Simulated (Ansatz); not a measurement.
Series (H2GaX)2: r2SCAN0-D4/def2-TZVP single points in Ansatz on relaxed structures, gas phase. Binding counts from free atoms in the multiplicity of their measured ground term, without zero-point energy. The structures are stationary points that may keep the symmetry of their start.

| species | atoms | state | geometry | HOMO (eV) | LUMO (eV) | gap (eV) | binding per atom (eV) | point group (within 0.1 Å) |
| --- | --- | --- | --- | --- | --- | --- | --- | --- |
| (H2Ga-mu-H)2 (Ga2H6) | 8 | singlet | PBE0-D4/def2-TZVP | -8.90 | -1.02 | 7.89 | 2.31 | D2h |
| (H2Ga-mu-Cl)2 (Ga2H4Cl2) | 8 | singlet | PBE-D4/def2-SVP | -8.68 | -0.79 | 7.89 | 2.58 | D2h |
| (H2Ga-mu-OH)2 (Ga2O2H6) | 10 | singlet | PBE-D4/def2-SVP | -7.90 | -0.33 | 7.56 | 3.02 | D2h |

(1) Estimate the rows for (H2Ga-mu-F)2 (Ga2H4F2) (singlet, PBE0-D4/def2-SVP geometry).

(1) 
```
               species  atoms    state          geometry  HOMO (eV)  LUMO (eV)  gap (eV)  binding per atom (eV)  point group (within 0.1 Å)
(H2Ga-mu-F)2 (Ga2H4F2)      8  singlet  PBE0-D4/def2-SVP      -9.00      -0.54      8.46                   2.89                         D2h
```

The gap (eV) runs from 7.56 ((H2Ga-mu-OH)2) to 8.46 ((H2Ga-mu-F)2).
